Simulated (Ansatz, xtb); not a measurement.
# Two structures of CH3AuO

Structure X is `C[O][Au]`, a singlet and structure Y is a singlet given by its coordinates. Both are isolated molecules in the gas phase, relaxed with PBE-D3(BJ)/def2-SVP.

X (Å):

```xyz
6

C     0.7969    1.8663   -2.1821
Au    1.6719   -0.8815   -2.4201
O     1.3861    0.9673   -3.0843
H    -0.2395    1.5941   -1.8716
H     0.7274    2.8288   -2.7457
H     1.4046    2.0660   -1.2682
```

Y (Å):

```xyz
6

C    -0.6875    0.6370   -0.5984
Au    0.6326   -0.7977   -0.1533
O    -1.9805    0.5562   -0.3898
H    -0.4323    1.5002   -1.2693
H    -2.4884    1.2535   -0.8663
H     1.6654   -2.0647   -0.0981
```

Close contacts (Å): C1–Au2 2.00, C1–O3 1.31, C1–H4 1.12, Au2–H6 1.64, O3–H5 0.99.

Energies in hartree; the thermal terms are from PBE-D3(BJ)/def2-SVP harmonic frequencies (ideal gas, rigid rotor, one conformer each, 200 K, 1 atm) and include the zero-point energy:

```
                                X           Y
E, CCSD(T)/def2-TZVPP  −250.297284  −250.297692
    zero-point energy     0.039295     0.035633
         H(200 K) − E     0.042388     0.038819
         G(200 K) − E     0.021394     0.017748
```

Question: Work out ΔE, ΔE₀, ΔH and ΔG for X → Y in kJ/mol (1 Eh = 2625.50 kJ/mol) and the equilibrium ratio [Y]/[X].

Answer: 1. ΔE = −250.297692 − (−250.297284) = −0.000408 Eh = −1.07 kJ/mol.
2. ΔE₀ = ΔE + ΔZPE = −0.000408 + (−0.003662) Eh = −10.69 kJ/mol.
3. ΔH = ΔE + (−0.003569) Eh = −10.44 kJ/mol.
4. ΔG = ΔE + (−0.003646) Eh = −10.64 kJ/mol, so ΔS = (ΔH − ΔG)/T = +1.0 J/(mol K).
5. kT = 0.6334 mEh, so K = [Y]/[X] = exp(−ΔG/kT) = exp(+6.40) ≈ 600.

Structure Y is favoured at this temperature. An error of 4 kJ/mol in ΔG would change K by a factor of 11. Large T1 diagnostics make the coupled-cluster value less sure. Mirror images and further conformers aren't counted.

Other levels gave ΔE = +93.5 (GFN2-xTB); +43.6 (r2SCAN-D4/def2-SVP, GFN2-xTB geometries); +13.2 (PBE-D3(BJ)/def2-SVP); +40.0 (HF/def2-TZVPP); −23.4 (MP2/def2-TZVPP) kJ/mol. The correlated steps freeze 2 core orbitals; the last core shell of Au is correlated, in a basis made for valence electrons. Atoms past krypton carry core potentials in the def2 sets, without spin–orbit terms. Programs: Ansatz 0.2.0, xtb 6.7.1.
